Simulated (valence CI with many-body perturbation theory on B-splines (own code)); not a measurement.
The numbers below are computed, except where a source is named.
## Run record, La XXXV

Level of theory: valence CI with perturbative core correlation (CI+MBPT): five valence electrons over a frozen Dirac-Fock core [Ar], a basis of 7 s, 7 p, 8 d, 6 f, 4 g, 1 h functions for each j, with the one-electron correlation potential Σ1 (screened to all orders), the two-electron term Σ2, the three-electron term Σ3, Breit, model QED; selected single and double excitations, second order for the rest, scaled by the run's own slope (own B-spline code, finite nucleus).

Command, and the settings that its task file holds:

```sh
python run_cv.py task.json out
```

```
atom La  Z=57  mass_number=139  rms_radius_fm=4.8550
core [Ar]
valence 3d5
avg = 1
basis = M
beyond = 1
breit = 1
cap = 32000
capref = 2200
cscale = 1
de = 0.0
dress = 0
eps = 2e-08
extrap = 1
h = 0.27
hh = 1
l2 = 3
lcore = 6
maxit = 60
n2 = 5
natural = 1
nlev = 190
nno = [4, 4, 5, 4, 3, 1]
nroot = 40
nsp = [3, 3, 3, 2, 1, 0]
pt2 = 1
qed = 1
rpa = 1
s1 = 1
s2 = 1
s3 = 1
screen = 1
tol = 2e-05
whole = 1
```

Roughly how long does this run take on one core of Intel(R) Xeon(R) Processor @ 2.30GHz, and how much memory?

54 s on 1 thread of Intel(R) Xeon(R) Processor @ 2.30GHz, with other jobs on the host, peak memory 1.2 GiB.

Log. The first blocks belong to the next ion, which gives the ionisation energy. Fields: 2J, parity (1 odd), roots, reference size, generating configurations, candidates as configurations/state functions, variational space P, stored matrix elements, Davidson steps; e2 is the range of second-order energies in hartree. The first line gives the box (bohr), its intervals, the orbitals and the steps of their self-consistent field. Window is the range of levels sought, series limit the energy at which the first omitted orbital would enter, core excitation an estimate of the first excitation out of the core, left out the lowest levels not solved, and shifts from estimates the range by which levels moved from their first estimate, all in cm⁻¹.

```
rmax 3.3 intervals 57 orbitals 59 references ['3d5', '3d4 4s', '3d4 4p'] scf 4 t 0.7
2J=0 par=0 roots 2 ref 17 generators 4 cand 1637/3176 P 1650/3193 nnz 2.1e+06 it 4
2J=0 par=0 roots 2 ref 17 generators 6 cand 748/1490 P 2398/4683 nnz 3.8e+06 it 4
   second order: generators 7 cand 3234/8354 e2 -0.00001 -0.00001
2J=2 par=0 roots 2 ref 36 generators 3 cand 569/3127 P 584/3163 nnz 2.5e+06 it 4
2J=2 par=0 roots 2 ref 36 generators 4 cand 1748/8095 P 2332/11258 nnz 2.5e+07 it 5
   second order: generators 7 cand 3524/24715 e2 -0.00002 -0.00001
reference levels 1767, estimated 37, window 760574 1/cm; series limit 14185578, core excitation 1731234
2J=5 par=0 roots 10 ref 152 generators 5 cand 255/3806 P 434/6359 nnz 9.3e+06 it 5
2J=5 par=0 roots 10 ref 152 generators 5 cand 1513/20042 P 1947/26401 nnz 1.4e+08 it 8
   second order: generators 7 cand 5700/167940 e2 -0.00077 -0.00052
2J=7 par=0 roots 7 ref 137 generators 3 cand 217/3660 P 395/6176 nnz 9e+06 it 5
2J=7 par=0 roots 7 ref 137 generators 3 cand 1400/19963 P 1795/26139 nnz 1.4e+08 it 7
   second order: generators 4 cand 4957/180279 e2 -0.00096 -0.00080
2J=3 par=0 roots 7 ref 127 generators 3 cand 309/3704 P 518/6133 nnz 8.2e+06 it 7
2J=3 par=0 roots 7 ref 127 generators 3 cand 2099/21087 P 2617/27220 nnz 1.4e+08 it 8
   second order: generators 8 cand 11305/343179 e2 -0.00019 -0.00012
2J=11 par=0 roots 3 ref 67 generators 3 cand 321/3913 P 538/6251 nnz 9e+06 it 4
2J=11 par=0 roots 3 ref 67 generators 3 cand 1750/20033 P 2288/26284 nnz 1.4e+08 it 5
   second order: generators 4 cand 4187/159340 e2 -0.00018 -0.00015
2J=9 par=0 roots 5 ref 107 generators 3 cand 255/3914 P 435/6246 nnz 9.2e+06 it 5
2J=9 par=0 roots 5 ref 107 generators 3 cand 1491/19826 P 1926/26072 nnz 1.4e+08 it 9
   second order: generators 3 cand 1393/17951 e2 -0.00064 -0.00055
2J=1 par=0 roots 4 ref 74 generators 3 cand 579/3792 P 981/6352 nnz 8.3e+06 it 5
2J=1 par=0 roots 4 ref 74 generators 3 cand 2068/11795 P 3049/18147 nnz 6.1e+07 it 6
   second order: generators 5 cand 5214/85372 e2 -0.00004 -0.00001
2J=13 par=0 roots 1 ref 35 generators 1 cand 457/3875 P 735/6410 nnz 9.5e+06 it 4
2J=13 par=0 roots 1 ref 35 generators 1 cand 1678/16337 P 2413/22747 nnz 1.1e+08 it 5
   second order: generators 1 cand 377/4056 e2 -0.00004 -0.00004
left out: unestimated 7253034, estimated none, shifts from estimates -478 to 69
operators 1.2
```

The Davidson iterations converged.

The last digits are not significant, and no measured levels were compared; by estimate large intervals hold to a few tenths of a per cent, small ones and those within an open d or f shell to about a per cent. Only levels of the ground parity were solved; by the run's estimate the other parity begins above the list, which can be wrong where configurations are misplaced.

```
Valence energy                            : -454.3479 hartree
Ionisation energy                         : 2258.9 eV (NIST: 2259 ± 5 eV (theoretical))
Reference configurations for the orbitals : 3d5, 3d4 4s, 3d4 4p
Radial orbitals                           : 59
Box radius                                : 3.275 bohr
Largest variational space                 : 27220
Lowest levels                             : (3d3/2^4 3d5/2) J=5/2 0, (3d3/2^3 3d5/2^2) J=5/2 [a] 110240, (3d3/2^3 3d5/2^2) J=7/2 [a] 177730, (3d3/2^3 3d5/2^2) J=3/2 [a] 183680, (3d3/2^3 3d5/2^2) J=11/2 187160, (3d3/2^3 3d5/2^2) J=9/2 208440, (3d3/2^3 3d5/2^2) J=5/2 [b] 216310, (3d3/2^3 3d5/2^2) J=1/2 225930, (3d3/2^3 3d5/2^2) J=7/2 [b] 256020, (3d3/2^2 3d5/2^3) J=5/2 [a] 282770, (3d3/2^3 3d5/2^2) J=3/2 [b] 311080, (3d3/2^2 3d5/2^3) J=7/2 [a] 314110, (3d3/2^2 3d5/2^3) J=11/2 320300, (3d3/2^2 3d5/2^3) J=9/2 [a] 334430 cm⁻¹
```

Levels are named by their leading jj configuration (3d3/2^4 stands for four electrons in 3d with j = 3/2), which in mixed levels can hold well under half, so a name can repeat and another be missing. Letters in brackets count levels of one name in rising energy.
